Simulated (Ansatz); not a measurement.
`F/C(Cl)=C\C(F)F` → `F/C=C(\F)Cl` + `[CH]F` at 298.15 K and 1 bar (formal loss of a carbene).

Gas-phase electronic energies from Ansatz, PBE0-D4/def2-TZVP geometries. CBS: MP2 limit from def2 TZ/QZ plus the TZ coupled-cluster correction, frozen cores. This one scheme is used for every species. Double bonds are as drawn, so ΔE can hold a change between cis and trans. Each species was taken in one conformer, which may not be the lowest.

| species | CCSD(T)/CBS energy (Eh) | H − E (kJ/mol) | S (J/(mol·K)) |
| --- | --- | --- | --- |
| `F/C(Cl)=C\C(F)F` | -874.47324 | 149.4 | 355.6 |
| `F/C=C(\F)Cl` | -736.00915 | 88.8 | 303.0 |
| `[CH]F` | -138.29972 | 42.7 | 223.2 |

H − E and S are ideal-gas, rigid-rotor, harmonic terms from PBE0-D4/def2-TZVP, for one conformer and one mirror image of each species. 1 Eh = 2625.50 kJ/mol, R = 8.31446 J/(mol·K).

Question: By hand: ΔE, ΔH, ΔS and ΔG.

Answer: ΔE = (-736.00915) + (-138.29972) − (-874.47324) = 0.16437 Eh = 431.6 kJ/mol. Δ(H − E) = 88.8 + 42.7 − 149.4 = -17.9, so ΔH = 413.7 kJ/mol. ΔS = 303.0 + 223.2 − 355.6 = 170.6 J/(mol·K). ΔG = 413.7 − 298.15 × (170.6)/1000 = 362.8 kJ/mol.

Question: By hand: the equilibrium constant, and the temperature at which ΔG would vanish if ΔH and ΔS stayed fixed.

Answer: log₁₀ K = −ΔG/(RT ln 10) = -63.6. ΔG = 0 at ΔH/ΔS = 2425 K.

The number of gas molecules changes by +1, which sets the sign of ΔS. A doubt of 5 kJ/mol in ΔE shifts log₁₀ K by 0.9 here. Other conformers and mirror images would add mixing entropy, several J/(mol·K) or more a flexible species. Modes under 60 cm⁻¹, often nearly free rotors, make the harmonic entropy too high. These are equilibria of isolated gas molecules and say nothing of rates. Largest T1 diagnostic: 0.018 (customary marks: 0.02 for closed shells, 0.045 for open ones).
